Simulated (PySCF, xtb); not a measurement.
Si(H)(F)2(OMe) (CH₄F₂OSi), SMILES CO[SiH](F)F.

GFN2-xTB in xtb at its own geometry gives an orbital gap of 7.84 eV and a dipole moment of 3.44 D.

Geometry optimised at r2SCAN-D4/def2-SVP. The values are those of a single conformer.

**Question.** What does PBE/def2-TZVP (PySCF) give? (Estimate from the structure and the level; the computed values follow.)

**Answer.** gap 7.66 eV (levels -7.45 and 0.21 eV), dipole 1.41 D.
